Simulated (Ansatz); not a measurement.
System: BiCl2 (charge 0, doublet). SMILES: [Cl][Bi][Cl]
Geometry: optimised at B3LYP-D3(BJ)/def2-TZVP (Ansatz, a program for electronic structure).

Wanted: atomisation energy, in kcal/mol. Set-up: LANL2DZ with its own core potentials from Na on; atomisation electronic, to ground-state atoms; def2 sets with scalar-relativistic core potentials past Kr; UHF or UKS for open shells; spin-orbit terms left out; no dispersion term unless named; 6-31G* and kin with 6d, 5d where marked. Ab initio and DFT rows: single points at B3LYP-D3(BJ) geometries (Ansatz).

```
species       coefficient  E at B3LYP/6-31G* with LANL2DZ past Ar (Ansatz), Eh  E at PBE0/def2-TZVPD (Ansatz), Eh
------------  -----------  ---------------------------------------------------  ---------------------------------
[Cl][Bi][Cl]           -1                                           -925.90043                        -1134.84519
Bi atom                +1                                             -5.41799                         -214.61765
Cl atom                +2                                           -460.13624                         -459.99797
```

 1 Eh = 627.5095 kcal/mol.

**Question.** Work the quantity out at each level.

**Answer.** 
- B3LYP/6-31G* with LANL2DZ past Ar: the sum of coefficient times E is 0.20996 Eh, or 131.75 kcal/mol. Result: 131.8 kcal/mol.
- PBE0/def2-TZVPD: the sum of coefficient times E is 0.23160 Eh, or 145.33 kcal/mol. Result: 145.3 kcal/mol.
